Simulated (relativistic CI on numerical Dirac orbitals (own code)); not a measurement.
Line list: Electric-dipole lines, Os⁷⁰⁺

Computed by Dirac-Coulomb-Breit CI, KLI orbitals optimised for each configuration, model QED (radiative potential, 1s self-energy scaled to tabulated hydrogen-like ionisation energies), unscaled Slater integrals (own radial code, finite nucleus).

Configuration list (outside the closed core 1s2): 2s2 2p2, 2s 2p3, 2p4, 2p3 3s, 2p3 3p, 2s2 2p 3s, 2p3 3d, 2s2 2p 3p, 2s2 2p 3d, 2s 2p2 3s, 2s 2p2 3p, 2s 2p2 3d, 2s2 2p 4s, 2s2 2p 4p, 2s2 2p 4d, 2s2 2p 4f. Levels of other configurations are missing.

```
λ vac (nm)                 Lower                 Upper   A (s⁻¹)  E lower (eV)  E upper (eV)
   0.10516      2s2 2p2 1D_2 [3]  2s2 2p 3d 3F°_3 [68]  1.64e+15        1617.4       13407.8
   0.10537      2s2 2p2 3P_0 [1]  2s2 2p 3d 3D°_1 [32]  2.18e+15           0.0       11766.4
   0.10547      2s 2p3 3D°_3 [9]  2s 2p2 3d 3F_4 [176]  1.73e+15        3530.1       15285.5
   0.10557      2s 2p3 3P°_2 [4]   2s 2p2 3d 3D_2 [94]  1.80e+15        1915.5       13659.7
   0.10565      2s 2p3 3P°_2 [4]   2s 2p2 3d 3D_3 [92]  1.75e+15        1915.5       13651.3
   0.12012     2s 2p3 3P°_2 [16]  2s 2p2 3d 3D_3 [199]  1.92e+15        5191.7       15513.4
   0.12039      2s2 2p2 3P_2 [6]  2s2 2p 3d 3D°_3 [77]  2.78e+15        3242.5       13540.9
   0.12063      2s2 2p2 3P_1 [2]  2s2 2p 3d 3P°_2 [33]  1.54e+15        1598.9       11877.2
   0.12079      2s2 2p2 1D_2 [3]  2s2 2p 3d 3F°_3 [34]  1.70e+15        1617.4       11881.8
   0.12082      2s 2p3 5S°_2 [8]  2s 2p2 3d 3F_3 [105]  2.28e+15        3484.6       13746.2
   0.12089      2s 2p3 3D°_3 [9]  2s 2p2 3d 3F_4 [111]  2.20e+15        3530.1       13786.3
   0.12094      2s 2p3 3D°_3 [9]  2s 2p2 3d 3D_3 [110]  1.32e+15        3530.1       13781.5
   0.12095      2s 2p3 3P°_2 [4]   2s 2p2 3d 3D_3 [39]  1.71e+15        1915.5       12166.0
   0.12105     2s 2p3 3S°_1 [11]  2s 2p2 3d 3P_2 [117]  2.12e+15        3620.6       13863.2
   0.12114     2s 2p3 1D°_2 [12]  2s 2p2 3d 1F_3 [118]  2.44e+15        3629.7       13864.5
   0.12146         2p4 3P_2 [14]    2p3 3d 3D°_3 [131]  2.77e+15        3964.9       14172.9
   0.12183      2s 2p3 1P°_1 [5]   2s 2p2 3d 3F_2 [40]  1.53e+15        2007.7       12184.5
   0.35103  2s2 2p 3d 3F°_2 [31]  2s2 2p 4f 3G_3 [171]  3.50e+14       11739.5       15271.6
   0.36256  2s2 2p 3d 3P°_2 [33]  2s2 2p 4f 3D_3 [179]  3.36e+14       11877.2       15296.9
   0.36306  2s2 2p 3d 3F°_3 [34]  2s2 2p 4f 3G_4 [178]  3.59e+14       11881.8       15296.8
```

Terms are leading LS components. Brackets give the number of a level in order of energy, since labels repeat. The list gives strong lines, with weight on those to low levels, without lines whose two gauges differ by over a factor of 2.5, among the lowest 200 of 274 levels, so that lines to higher ones, which can be the strongest, are missing. Levels whose partners in the same complex of configurations lie outside the list can be far off, and so can their lines. Rates are taken at the computed energies, electric ones in the length gauge.

At this charge energies of transitions that change n are usually good to better than 1 %, and those within a shell (Δn = 0) to a few per cent.

LS names give the leading component of a level, which can be under half, so a name can repeat, a term be missing and a line seem to break the LS rules.
